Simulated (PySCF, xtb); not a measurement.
Al(F)2(OMe) (CH₃AlF₂O), SMILES C[O][Al]([F])[F]. The values are those of a single conformer.

Harmonic wavenumbers (cm⁻¹) from GFN2-xTB (xtb) at its own minimum, in rising order: 58, 73, 138, 184, 203, 293, 566, 813, 865, 1130, 1132, 1225, 1412, 1466, 1471, 2969, 2970, 2978.

What does B3LYP-D3(BJ)/def2-SVP in PySCF give at its own minimum? (An estimate is asked for; the answer gives what the named calculation found.)

65, 82, 99, 241, 281, 292, 629, 890, 968, 1181, 1188, 1260, 1475, 1478, 1487, 2992, 3067, 3076. Paired by order, the mean absolute difference is 49 cm⁻¹ and the zero-point energies are 28.5 and 29.7 kcal/mol.
